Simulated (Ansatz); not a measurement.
`[AlH2][SiH]([SiH3])Cl` + `NBF` → `FBN[SiH3]` + `[AlH2][SiH2]Cl` at 700 K and 1 bar (cleavage of the Si–Si bond).

Computed with Ansatz on PBE0-D4/def2-TZVP structures; ΔE is electronic, products minus reactants. CBS: MP2 limit from def2 TZ/QZ plus the TZ coupled-cluster correction, frozen cores. This one scheme is used for every species. Each species was taken in one conformer, which may not be the lowest.

```json
{"species": "`[AlH2][SiH]([SiH3])Cl`", "CCSD(T)/CBS energy (Eh)": "-1283.57831", "H − E (kJ/mol)": "217.2", "S (J/(mol·K))": "525.7"}
{"species": "`NBF`", "CCSD(T)/CBS energy (Eh)": "-181.19761", "H − E (kJ/mol)": "153.7", "S (J/(mol·K))": "318.4"}
{"species": "`FBN[SiH3]`", "CCSD(T)/CBS energy (Eh)": "-471.49367", "H − E (kJ/mol)": "218.0", "S (J/(mol·K))": "416.5"}
{"species": "`[AlH2][SiH2]Cl`", "CCSD(T)/CBS energy (Eh)": "-993.29495", "H − E (kJ/mol)": "145.5", "S (J/(mol·K))": "424.6"}
```

H − E and S are ideal-gas, rigid-rotor, harmonic terms from PBE0-D4/def2-TZVP, for one conformer and one mirror image of each species. 1 Eh = 2625.50 kJ/mol, R = 8.31446 J/(mol·K).

Q: By hand: ΔE, ΔH, ΔS and ΔG.

A: ΔE = (-471.49367) + (-993.29495) − (-1283.57831) − (-181.19761) = -0.01270 Eh = -33.3 kJ/mol. Δ(H − E) = 218.0 + 145.5 − 217.2 − 153.7 = -7.4, so ΔH = -40.7 kJ/mol. ΔS = 416.5 + 424.6 − 525.7 − 318.4 = -3.0 J/(mol·K). ΔG = -40.7 − 700 × (-3.0)/1000 = -38.6 kJ/mol.

Q: By hand: the equilibrium constant, and the temperature at which ΔG would vanish if ΔH and ΔS stayed fixed.

A: log₁₀ K = −ΔG/(RT ln 10) = 2.9. ΔG = 0 at ΔH/ΔS = 13567 K, far beyond where these terms or the molecules hold.

The number of gas molecules stays the same, so ΔS is small and ΔH decides. A doubt of 5 kJ/mol in ΔE shifts log₁₀ K by 0.4 here. Other conformers and mirror images would add mixing entropy, several J/(mol·K) or more a flexible species. Modes under 60 cm⁻¹, often nearly free rotors, make the harmonic entropy too high. These are equilibria of isolated gas molecules and say nothing of rates. Largest T1 diagnostic: 0.012 (customary marks: 0.02 for closed shells, 0.045 for open ones).
